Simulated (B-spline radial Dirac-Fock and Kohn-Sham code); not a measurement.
**Binding energies of Ru³⁷⁺ at several levels of theory**

System: ruthenium as Ru³⁷⁺ in the configuration [He] 2s2 2p3.

The density-functional columns are spherical, spin-unpolarised Dirac-Kohn-Sham results without Breit or QED terms: −ε is minus the orbital energy of the initial state and ΔSCF the difference of two total energies. The reference in the last column comes from ΔSCF Dirac-Fock with Breit, self-energy and vacuum polarisation, finite nucleus, configuration average. All numbers are from a B-spline atomic structure program, in eV; a selection of levels is shown. For the 1s level of heavy atoms much of the gap between ΔSCF and the reference is the Breit and QED part, -59.4 eV here; for other levels the error of the functional can be larger.

| level | LDA −ε | LDA ΔSCF | Dirac-Fock |
| --- | --- | --- | --- |
| 1s | 24656.6 | 24991.6 | 24926.2 |
| 2s | 5532.6 | 5615.0 | 5615.6 |
| 2p | 5277.4 | 5373.7 | 5370.6 |

Values without a named source are computed, but for edge energies of neutral atoms, which are taken from tables.
